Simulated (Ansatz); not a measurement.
The same molecule with X = O, S, Se. Ansatz, PBE0-D4/def2-TZVP geometries, multiplicity 1. Each molecule was computed in one conformer, which needn't be the lowest.

Scalar relativity is left out up to krypton.

| X | molecule | mean X–B bond length / Å | mean X–C bond length / Å | LUMO energy (ωB97M-V/def2-TZVPP) / eV | HOMO–LUMO gap (PBE0/def2-TZVPP) / eV | LUMO energy (B3LYP/def2-TZVPP) / eV |
| --- | --- | --- | --- | --- | --- | --- |
| O | `COB(F)Cl` | 1.333 | 1.414 | 2.20 | 9.87 | 0.31 |
| Se | `C[Se]B(F)Cl` | 1.926 | 1.948 | 1.44 | 6.70 | -0.81 |

Q: Give the row for X = S, `CSB(F)Cl`. (An estimate is asked.)

A: The calculation gave: 
```
X    molecule  mean X–B bond length / Å  mean X–C bond length / Å  LUMO energy (ωB97M-V/def2-TZVPP) / eV  HOMO–LUMO gap (PBE0/def2-TZVPP) / eV  LUMO energy (B3LYP/def2-TZVPP) / eV
S  `CSB(F)Cl`                     1.783                     1.811                                   1.59                                  7.24                                -0.69
```

From O to Se the mean X–B bond length rises at each step, by 0.593 Å in all; the mean X–C bond length rises at each step, by 0.534 Å in all; the LUMO energy (ωB97M-V/def2-TZVPP) falls at each step, by 0.76 eV in all; the HOMO–LUMO gap (PBE0/def2-TZVPP) falls at each step, by 3.17 eV in all; the LUMO energy (B3LYP/def2-TZVPP) falls at each step, by 1.12 eV in all. Bonds lengthen as the atom grows down the group.

B3LYP here is the variant with VWN-RPA as its local correlation; programs differ in this.

Spin–orbit coupling is left out; it splits and shifts lone-pair levels of the heavy atoms by tenths of an eV.
